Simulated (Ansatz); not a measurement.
`FB(F)N[SiH3]` → `F[B]F`• + `[NH][SiH3]`• at 700 K and 1 bar (homolysis of the B–N bond).

Calculated with Ansatz (gas phase, PBE0-D4/def2-TZVP geometries, no zero-point term in ΔE). CCSD(T)/CBS adds triple-zeta CCSD(T) − MP2 to the extrapolated MP2 energy (def2 sets, frozen cores). This one scheme is used for every species. Open shells (•) are unrestricted, without spin–orbit coupling. One conformer a species, not always the lowest.

```
       species  CCSD(T)/CBS energy (Eh)  H − E (kJ/mol)  S (J/(mol·K))
`FB(F)N[SiH3]`               -570.75785           208.0          446.8
      `F[B]F`•               -224.41124            47.6          284.7
 `[NH][SiH3]`•               -346.11483           140.5          342.4
```

H − E and S are ideal-gas, rigid-rotor, harmonic terms from PBE0-D4/def2-TZVP, for one conformer and one mirror image of each species, with the whole ground term of open shells counted as degenerate. 1 Eh = 2625.50 kJ/mol, R = 8.31446 J/(mol·K).

Problem. By hand: ΔE, ΔH, ΔS and ΔG.

Solution. ΔE = (-224.41124) + (-346.11483) − (-570.75785) = 0.23178 Eh = 608.5 kJ/mol. Δ(H − E) = 47.6 + 140.5 − 208.0 = -19.9, so ΔH = 588.6 kJ/mol. ΔS = 284.7 + 342.4 − 446.8 = 180.3 J/(mol·K). ΔG = 588.6 − 700 × (180.3)/1000 = 462.4 kJ/mol.

Problem. By hand: the equilibrium constant, and the temperature at which ΔG would vanish if ΔH and ΔS stayed fixed.

Solution. log₁₀ K = −ΔG/(RT ln 10) = -34.5. ΔG = 0 at ΔH/ΔS = 3265 K, far beyond where these terms or the molecules hold.

The number of gas molecules changes by +1, which sets the sign of ΔS. A doubt of 5 kJ/mol in ΔE shifts log₁₀ K by 0.4 here. Other conformers and mirror images would add mixing entropy, several J/(mol·K) or more a flexible species. Modes under 60 cm⁻¹, often nearly free rotors, make the harmonic entropy too high. These are equilibria of isolated gas molecules and say nothing of rates. Largest T1 diagnostic: 0.015 (customary marks: 0.02 for closed shells, 0.045 for open ones).
